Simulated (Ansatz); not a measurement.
Molecule: SnF4, net charge 0, singlet state. SMILES: [F][Sn]([F])([F])[F]
Structure (B3LYP-D3(BJ)/def2-TZVP (Ansatz, a program for electronic structure) minimum search):
```xyz
5

F     -1.2337    -1.0339    -0.9903
Sn     0.0000     0.0000     0.0000
F      0.4625     1.5444    -0.9863
F     -0.7825     0.5122     1.6423
F      1.5537    -1.0227     0.3343
```

Quantity: atomisation energy (electronic, to ground-state atoms), in kJ/mol. Cores are frozen in the correlated levels unless marked. Open shells are spin-unrestricted. Spin-orbit coupling is left out. The frozen core is the preceding noble-gas configuration, with the filled d and f shells of earlier blocks. Past Kr the def2 sets carry scalar-relativistic core potentials. The coupled-cluster limit lacks core correlation, which all-electron functionals hold. CBS marks a two-point X^-3 extrapolation of the correlation energy; Hartree-Fock from the larger set.

```
level          program  atomisation energy (kJ/mol)
-------------  -------  ---------------------------
HF/def2-TZVPP   Ansatz                       1087.7
PBE0/def2-SVP   Ansatz                       1595.4
```

### Question
What does CCSD(T)/CBS(def2-TZVPPD,def2-QZVPPD) (Ansatz) give?

### Answer
1785.5 kJ/mol
